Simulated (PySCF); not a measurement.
The numbers below are computed, except where a source is named.
# C3H9OSi

C3H9OSi is a small molecule (built as: C site whose three back bonds go to OSiH3, CH3, CH3), neutral, doublet. The structure, one conformer, was relaxed in the gas phase by PBE0-D3(BJ)/def2-SVP. No frequency run checks that it is a minimum.

SMILES: C[C](C)O[SiH3]

```xyz
14

C     0.327    0.372   -0.177
O    -0.567    0.288    0.854
Si   -0.951   -1.039    1.796
C     0.490    1.752   -0.700
C     0.479   -0.817   -1.060
H    -1.838   -0.519    2.870
H     0.282   -1.646    2.385
H    -1.675   -2.083    1.009
H     0.602    2.468    0.128
H    -0.392    2.076   -1.291
H     1.371    1.827   -1.354
H    -0.426   -0.996   -1.680
H     1.326   -0.685   -1.748
H     0.660   -1.742   -0.486
```
Atoms count from 1 in this order.

EPR values by unrestricted B3LYP, IGLO-III on C O Si, pcH-1 on H.

Predict g and the largest hyperfine couplings. Where does the spin sit?

g = 2.0021, 2.0031, 2.0037. The spin sits on C1 (91 %, bonded to 2 C + 1 O) by Mulliken populations.
```csv
atom,isotope,isotropic (MHz),"dipolar, principal values (MHz)"
C1,13C,164.9,"-76.3, -74.7, 151.0"
H12,1H,126.1,"-3.9, -3.0, 6.9"
H10,1H,125.7,"-3.8, -3.1, 6.9"
H14,1H,42.4,"-5.1, -4.2, 9.3"
O2,17O,-8.8,"-38.3, 18.6, 19.7"
H9,1H,37.6,"-5.1, -4.3, 9.4"
```

How do the isotropic couplings move with BHandHLYP?

C1 164.9 to 202.9 MHz, H12 126.1 to 127.8 MHz, H10 125.7 to 127.1 MHz, H14 42.4 to 43.2 MHz.

The 2 runs behind this took 110 s in all, one thread each of AMD EPYC 7R43 64-Core on a shared host, launched as `OMP_NUM_THREADS=1 python cluster_run.py task.json out`.
